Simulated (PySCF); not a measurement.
BFH, SMILES [BH]F (connectivity only; charge and spin as stated), charge +1, multiplicity 1. The structure is a stationary point at PBE0-D3(BJ)/def2-TZVPD. The spin state was assumed, not searched. The isomer is the one that the SMILES or the coordinates give; other isomers of the formula were not compared.

Level of theory: PBE0-D3(BJ)/def2-TZVPD run with PySCF.

Harmonic wavenumbers (cm⁻¹): 737, 737, 1653, 2841. Rotational constants (GHz): 36.51 (linear); symmetry number 1.

Problem. Work out the zero-point energy and the ideal-gas rigid-rotor harmonic-oscillator thermochemistry at 298.15 K and 1 atm.

Solution. ZPE = ½ Σ hcν = ½ × 5967 cm⁻¹ = 8.53 kcal/mol. H − E(el) = 10.73 kcal/mol. Entropy in cal/(mol K): translation 36.21, rotation 12.20, vibration 0.54, total 48.94. G − E(el) = -3.86 kcal/mol. Cp = 8.52 cal/(mol K).
